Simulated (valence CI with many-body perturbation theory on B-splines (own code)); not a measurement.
**Forbidden lines of Ru10+**

Computed by configuration interaction combined with many-body perturbation theory (CI+MBPT): six valence electrons over a frozen Dirac-Fock core [Ar] 3d10, a basis of 9 s, 9 p, 8 d, 6 f, 3 g, 1 h functions for each j, with the one-electron correlation potential Σ1, the two-electron term Σ2, the three-electron term Σ3, Breit, model QED; selected CI, second order for the rest, scaled by the run's own slope (own B-spline code, finite nucleus).

No measured levels were compared; by estimate levels hold to about 250 cm⁻¹ or 0.2 % of their energy and the worst to 1 %, as in measured heavy ions of charge 2 to 7; those with d or f electrons hold less well. Among the levels kept, up to 1500 cm⁻¹ of a level comes from second order outside the variational space, and about a tenth of that is noise between levels of different J, which matters for small intervals.

Lines 1 to 41 of 41 in falling wavelength, among levels below 63.346 eV, chosen from the decays that carry over 1 % of a level's rate. Wavelengths and rates use the calculated energies, so an error of 800 cm⁻¹ moves a line at 1634 nm by 13 % and its rate by three times that or more. Electric multipoles are in the length gauge, E1 and E2 with the static RPA response of the core. S is in atomic units (e²a₀⁴ for E2 and M2, e²a₀⁶ for E3), for M1 in squared Bohr magnetons. Weak lines are less certain than strong ones. Lines between different terms over intervals too small for the method are left out, as are lines whose strength nearly cancels.

Names give the largest LS component (configuration and term), which can be under half, so a name can repeat, a term be missing and a line seem to break the LS rules; names also repeat where a configuration has a term twice. Letters in brackets count levels of one name in rising energy.

```
λ vac (nm)                 Upper                 Lower  Type   A (s⁻¹)  S (a.u.)
      2711      4s2 4p3 4d 5D°_4      4s2 4p3 4d 5D°_3    M1  1.11e+00  7.35e+00
      1634  4s2 4p3 4d 3F°_4 [b]      4s2 4p3 4d 3G°_3    M1  3.41e+00  4.96e+00
      1371      4s2 4p3 4d 3G°_5  4s2 4p3 4d 3F°_4 [b]    M1  2.29e+00  2.41e+00
      1114          4s2 4p4 3P_1          4s2 4p4 3P_0    M1  9.35e+00  1.44e+00
     822.1  4s2 4p3 4d 3F°_4 [c]  4s2 4p3 4d 3F°_3 [b]    M1  2.76e+01  5.12e+00
     740.2      4s2 4p3 4d 1G°_4      4s2 4p3 4d 3G°_3    M1  8.59e+00  1.16e+00
     721.4  4s2 4p3 4d 3F°_4 [b]  4s2 4p3 4d 3F°_3 [a]    M1  6.58e+00  8.24e-01
     685.0      4s2 4p3 4d 3G°_5  4s2 4p3 4d 3F°_4 [a]    M1  2.43e+01  3.19e+00
     639.7  4s2 4p3 4d 3F°_4 [a]  4s2 4p3 4d 3D°_3 [a]    M1  2.90e+01  2.53e+00
     602.0          4s2 4p4 1D_2          4s2 4p4 3P_1    M1  8.98e+00  3.63e-01
     483.2          4s2 4p4 3P_0          4s2 4p4 3P_2    E2  2.64e-01  6.22e-01
     337.1          4s2 4p4 3P_1          4s2 4p4 3P_2    M1  5.04e+02  2.15e+00
     254.5  4s2 4p3 4d 3F°_4 [a]      4s2 4p3 4d 5D°_4    M1  2.35e+02  1.29e+00
     245.5  4s2 4p3 4d 3F°_4 [c]      4s2 4p3 4d 1G°_4    M1  1.18e+02  5.82e-01
     244.9  4s2 4p3 4d 3F°_4 [c]      4s2 4p3 4d 3G°_5    M1  2.31e+02  1.13e+00
     216.1          4s2 4p4 1D_2          4s2 4p4 3P_2    M1  4.97e+02  9.30e-01
     214.6  4s2 4p3 4d 3F°_4 [b]      4s2 4p3 4d 5D°_4    M1  1.33e+02  4.40e-01
     207.8  4s2 4p3 4d 3F°_4 [c]  4s2 4p3 4d 3F°_4 [b]    M1  2.93e+02  8.76e-01
     198.8  4s2 4p3 4d 3F°_4 [b]      4s2 4p3 4d 5D°_3    M1  5.45e+01  1.43e-01
     185.5      4s2 4p3 4d 3G°_5      4s2 4p3 4d 5D°_4    M1  5.27e+01  1.37e-01
     185.5      4s2 4p3 4d 3G°_5      4s2 4p3 4d 5D°_4    E2  1.60e+00  3.46e-01
     185.2      4s2 4p3 4d 1G°_4      4s2 4p3 4d 5D°_4    M1  7.97e+01  1.69e-01
     184.4  4s2 4p3 4d 3F°_4 [c]      4s2 4p3 4d 3G°_3    M1  7.90e+01  1.65e-01
     180.4  4s2 4p3 4d 3F°_4 [c]  4s2 4p3 4d 3F°_4 [a]    M1  5.61e+02  1.10e+00
     173.4      4s2 4p3 4d 1G°_4      4s2 4p3 4d 5D°_3    M1  3.65e+01  6.34e-02
     161.3  4s2 4p3 4d 3F°_4 [c]  4s2 4p3 4d 3F°_3 [a]    M1  2.67e+01  3.73e-02
     157.9          4s2 4p4 1S_0          4s2 4p4 3P_1    M1  3.89e+03  5.67e-01
     140.7  4s2 4p3 4d 3F°_4 [c]  4s2 4p3 4d 3D°_3 [a]    M1  2.54e+02  2.36e-01
     105.6  4s2 4p3 4d 3F°_4 [c]      4s2 4p3 4d 5D°_4    M1  4.70e+02  1.84e-01
     101.6  4s2 4p3 4d 3F°_4 [c]      4s2 4p3 4d 5D°_3    M1  5.66e+01  1.98e-02
     89.19      4s2 4p3 4d 5D°_4          4s 4p5 3P°_2    E2  4.71e+00  2.14e-02
     66.04  4s2 4p3 4d 3F°_4 [a]          4s 4p5 3P°_2    E2  3.66e+01  3.69e-02
     60.20      4s2 4p3 4d 1G°_4          4s 4p5 3P°_2    E2  7.45e+00  4.73e-03
     48.34  4s2 4p3 4d 3F°_4 [c]          4s 4p5 3P°_2    E2  3.15e+02  6.69e-02
     26.29  4s2 4p3 4d 3F°_4 [a]          4s2 4p4 1D_2    M2  8.11e+01  8.18e-04
     25.81      4s2 4p3 4d 5D°_4          4s2 4p4 3P_2    M2  8.40e+01  7.73e-04
     25.79  4s2 4p3 4d 3F°_4 [b]          4s2 4p4 1D_2    M2  2.12e+01  1.94e-04
     25.31      4s2 4p3 4d 1G°_4          4s2 4p4 1D_2    M2  3.75e+01  3.13e-04
     25.31      4s2 4p3 4d 1G°_4          4s2 4p4 1D_2    E3  2.67e+00  5.09e+00
     22.66      4s2 4p3 4d 3G°_5          4s2 4p4 3P_2    E3  4.01e+00  4.30e+00
     22.66      4s2 4p3 4d 1G°_4          4s2 4p4 3P_2    M2  6.91e+00  3.31e-05
```
